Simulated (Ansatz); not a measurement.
The cluster Li₃Al₃⁺. Charge 1, multiplicity 2. Geometry PBE-D4/def2-SVP, that of the neutral singlet; atoms count from 1.

Cartesian coordinates in Å:
```
Li -1.8032 0.4877 0.0169
Li 0.8662 2.7118 0.4371
Li -0.0548 -2.1431 0.7951
Al -0.3335 -1.7528 -1.8590
Al 0.7083 0.3665 -0.9860
Al 0.6171 0.3300 1.5959
```

The structure comes from a short search, and lower isomers may exist.

(1) Estimate the Mulliken populations from the PBE0/def2-TZVP orbitals of Ansatz.

(2) Where does the spin sit?

(3) And the Mayer bond orders between bonded heavy atoms (over 0.3)?

Answers

(1) 
| atom | charge (e) | spin (α − β) |
| --- | --- | --- |
| Li1 | 0.60 | -0.02 |
| Li2 | 0.72 | 0.00 |
| Li3 | 0.69 | 0.07 |
| Al4 | -0.02 | 0.38 |
| Al5 | -0.48 | 0.21 |
| Al6 | -0.51 | 0.36 |
Mulliken values and Mayer orders depend strongly on the basis.

(2) Summed by element: Li 0.04, Al 0.96, of 1 unpaired in all. Largest on single atoms: Al4 0.38, Al6 0.36, Al5 0.21.

(3) Al4–Al5 0.91 (2.52 Å); Al5–Al6 1.28 (2.58 Å). Values over 0.3 also appear between atoms too far apart for a bond (Al4–Al6 0.57 at 4.14 Å); they arise where an orbital or an unpaired electron spreads over both atoms.
